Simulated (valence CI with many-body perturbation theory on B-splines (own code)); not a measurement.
Energy levels of Rh XV

Method: relativistic CI+MBPT: three valence electrons over a frozen Dirac-Fock core [Ar] 3d10, a basis of 11 s, 11 p, 10 d, 8 f, 5 g, 2 h functions for each j, with the one-electron correlation potential Σ1, the two-electron term Σ2, the three-electron term Σ3, Breit, model QED; selected CI, second order for the rest, scaled by the run's own slope (own B-spline code, finite nucleus).

No measured spectrum was set against this ion. As an estimate, levels hold to about 250 cm⁻¹ or 0.2 % of their energy and the worst to 1 %, as in measured heavy ions of charge 2 to 7; those with d or f electrons hold less well.

Levels 136 to 180 of 189, with energies above the lowest level, 4s²4p ²P°_1/2. "Leading %" is the weight of the configuration and term that name the level; weights of strongly mixed levels are sums over their largest components and can fall short, so below about 35 % the name and the second component can differ from the true leading terms, or belong to a minority configuration. In the jj column 3d3/2^4 stands for four electrons in 3d with j = 3/2. Lifetimes count E1, E2, E3, M1 and M2 decay at the calculated energies, and are blank where another channel may lead or the interval is too uncertain; long ones can be off by a factor of two.

| No. | Configuration | Term | J | E (cm⁻¹) | Leading % | Lifetime | Leading jj | Second component |
| --- | --- | --- | --- | --- | --- | --- | --- | --- |
| 136 | 4s4p5p | ²D | 5/2 | 1514600 | 69 | 7.35 ps | 4s 4p3/2 5p3/2 (89 %) | 28 % 4s4p5p ⁴P |
| 137 | 4p4d² | ⁴G° | 5/2 | 1525000 | 19 | 27.1 ps | 4p1/2 4d3/2 4d5/2 (59 %) | 19 % 4p4d² ²D° |
| 138 | 4p4d² | ⁴G° | 9/2 | 1525800 | 33 | 54.5 ps | 4p1/2 4d3/2 4d5/2 (56 %) | 22 % 4p4d² ²H° |
| 139 | 4p²4f | ²G° | 7/2 | 1528100 | 32 | 27.3 ps | 4p1/2^2 4f7/2 (41 %) | 30 % 4p4d² ²G° |
| 140 | 4s4p5p | ²S | 1/2 | 1528200 | 77 | 6.83 ps | 4s 4p3/2 5p3/2 (86 %) | 13 % 4s4p5p ²P |
| 141 | 4p4d² | ⁴G° | 9/2 | 1533500 | 40 | 76.5 ps | 4p1/2 4d5/2^2 (36 %) | 18 % 4p4d² ²H° |
| 142 | 4p4d² | ²D° | 3/2 | 1534800 | 58 | 20.2 ps | 4p1/2 4d3/2 4d5/2 (58 %) | 11 % 4p4d² ⁴D° |
| 143 | 4p4d² | ²F° | 7/2 | 1540700 | 18 | 27.6 ps | 4p1/2 4d5/2^2 (45 %) | 16 % 4p²4f ⁴D° |
| 144 | 4p4d² | ⁴G° | 11/2 | 1546500 | 45 | 81.3 ps | 4p1/2 4p3/2 4f7/2 (38 %) | 24 % 4p²4f ⁴G° |
| 145 | 4p4d² | ²F° | 5/2 | 1551100 | 23 | 13.5 ps | 4p1/2^2 4f5/2 (19 %) | 16 % 4p²4f ⁴G° |
| 146 | 4p4d² | ⁴D° | 1/2 | 1551600 | 84 | 15.2 ps | 4p1/2 4d3/2 4d5/2 (52 %) | 7 % 4p4d² ⁴P° |
| 147 | 4p²4f | ⁴G° | 5/2 | 1554900 | 24 | 10.0 ps | 4p1/2^2 4f5/2 (36 %) | 14 % 4p4d² ⁴G° |
| 148 | 4p4d² | ⁴P° | 1/2 | 1557300 | 48 | 10.1 ps | 4p1/2 4d3/2 4d5/2 (43 %) | 39 % 4p4d² ²S° |
| 149 | 4p²4f | ⁴D° | 7/2 | 1557300 | 20 | 20.3 ps | 4p1/2 4p3/2 4f7/2 (42 %) | 15 % 4p²4f ²G° |
| 150 | 4p4d² | ⁴D° | 3/2 | 1561000 | 55 | 15.8 ps | 4p1/2 4d3/2 4d5/2 (22 %) | 14 % 4p4d² ²D° |
| 151 | 4s4p5p | ²P | 1/2 | 1561300 | 79 | 5.78 ps | 4s 4p3/2 5p1/2 (78 %) | 15 % 4s4p5p ²S |
| 152 | 4p4d² | ²G° | 9/2 | 1562800 | 25 | 20.9 ps | 4p3/2 4d3/2 4d5/2 (35 %) | 15 % 4p4d² ²H° |
| 153 | 4s4p5p | ²D | 3/2 | 1563200 | 66 | 6.46 ps | 4s 4p3/2 5p1/2 (80 %) | 24 % 4s4p5p ²P |
| 154 | 4p4d² | ⁴G° | 11/2 | 1565700 | 35 | 58.4 ps | 4p3/2 4d5/2^2 (59 %) | 31 % 4p²4f ²H° |
| 155 | 4p4d² | ⁴F° | 3/2 | 1565800 | 44 | 7.49 ps | 4p1/2 4d3/2^2 (48 %) | 20 % 4p4d² ⁴D° |
| 156 | 4p²4f | ⁴D° | 5/2 | 1569200 | 14 | 11.4 ps | 4p1/2 4d3/2 4d5/2 (31 %) | 13 % 4p4d² ⁴D° |
| 157 | 4p²4f | ²G° | 7/2 | 1570600 | 51 | 10.9 ps | 4p1/2 4p3/2 4f5/2 (67 %) | 19 % 4p²4f ⁴F° |
| 158 | 4p²4f | ²F° | 5/2 | 1571400 | 37 | 11.3 ps | 4p1/2 4p3/2 4f5/2 (38 %) | 16 % 4p²4f ²D° |
| 159 | 4p²4f | ⁴G° | 7/2 | 1572600 | 50 | 8.14 ps | 4p1/2 4p3/2 4f5/2 (59 %) | 12 % 4p4d² ⁴G° |
| 160 | 4p²4f | ²G° | 9/2 | 1573300 | 58 | 11.2 ps | 4p1/2 4p3/2 4f7/2 (78 %) | 30 % 4p²4f ⁴F° |
| 161 | 4p²4f | ²D° | 5/2 | 1576800 | 25 | 9.21 ps | 4p1/2 4p3/2 4f5/2 (56 %) | 19 % 4p4d² ⁴D° |
| 162 | 4s4p5p | ²D | 5/2 | 1578600 | 89 | 6.74 ps | 4s 4p3/2 5p3/2 (76 %) |  |
| 163 | 4s4p5p | ²P | 3/2 | 1579300 | 68 | 6.80 ps | 4s 4p3/2 5p3/2 (83 %) | 26 % 4s4p5p ²D |
| 164 | 4p4d² | ⁴P° | 3/2 | 1579500 | 44 | 9.56 ps | 4p1/2 4d3/2 4d5/2 (29 %) | 20 % 4p4d² ⁴F° |
| 165 | 4p²4f | ⁴D° | 1/2 | 1579700 | 47 | 10.0 ps | 4p1/2 4p3/2 4f5/2 (45 %) | 32 % 4p4d² ⁴D° |
| 166 | 4p4d² | ⁴F° | 5/2 | 1582300 | 31 | 8.96 ps | 4p1/2 4d3/2 4d5/2 (20 %) | 22 % 4p4d² ⁴D° |
| 167 | 4p4d² | ⁴F° | 7/2 | 1582300 | 24 | 7.91 ps | 4p3/2 4d3/2^2 (28 %) | 23 % 4p²4f ²F° |
| 168 | 4p4d² | ⁴P° | 3/2 | 1582600 | 29 | 8.89 ps | 4p3/2 4d3/2^2 (24 %) | 20 % 4p²4f ⁴D° |
| 169 | 4p4d² | ⁴F° | 5/2 | 1584500 | 32 | 8.64 ps | 4p1/2 4p3/2 4f7/2 (37 %) | 22 % 4p²4f ⁴D° |
| 170 | 4p²4f | ⁴F° | 3/2 | 1585100 | 56 | 7.71 ps | 4p1/2 4p3/2 4f5/2 (82 %) | 24 % 4p²4f ²D° |
| 171 | 4p²4f | ⁴G° | 9/2 | 1588600 | 35 | 9.06 ps | 4p3/2^2 4f5/2 (25 %) | 16 % 4p²4f ²G° |
| 172 | 4s4p5p | ²S | 1/2 | 1589000 | 79 | 7.04 ps | 4s 4p3/2 5p3/2 (77 %) | 11 % 4s4p5p ²P |
| 173 | 4p4d² | ⁴F° | 7/2 | 1592200 | 45 | 7.81 ps | 4p3/2 4d3/2 4d5/2 (44 %) | 22 % 4p4d² ²F° |
| 174 | 4p4d² | ⁴D° | 7/2 | 1598300 | 62 | 10.9 ps | 4p3/2 4d5/2^2 (38 %) | 10 % 4p²4f ⁴G° |
| 175 | 4p4d² | ⁴F° | 9/2 | 1598800 | 53 | 6.53 ps | 4p3/2 4d3/2 4d5/2 (49 %) | 16 % 4p4d² ⁴G° |
| 176 | 4p4d² | ⁴P° | 5/2 | 1601900 | 50 | 10.8 ps | 4p3/2 4d3/2 4d5/2 (53 %) | 16 % 4p²4f ⁴F° |
| 177 | 4p4d² | ²S° | 1/2 | 1602200 | 54 | 8.36 ps | 4p3/2 4d3/2 4d5/2 (77 %) | 41 % 4p4d² ⁴P° |
| 178 | 4p4d² | ²P° | 3/2 | 1603700 | 42 | 6.91 ps | 4p3/2 4d3/2 4d5/2 (36 %) | 11 % 4p²4f ²P° |
| 179 | 4p4d² | ⁴P° | 5/2 | 1608100 | 26 | 12.4 ps | 4p3/2 4d3/2 4d5/2 (36 %) | 19 % 4p²4f ²F° |
| 180 | 4p²4f | ⁴G° | 11/2 | 1608200 | 67 | 7.17 ps | 4p3/2^2 4f7/2 (42 %) | 17 % 4p4d² ⁴G° |

Names give the largest LS component (configuration and term), which can be under half, so a name can repeat, a term be missing and a line seem to break the LS rules; names also repeat where a configuration has a term twice.

Where two levels of one J and parity lie close, their mixing, g and order are uncertain.
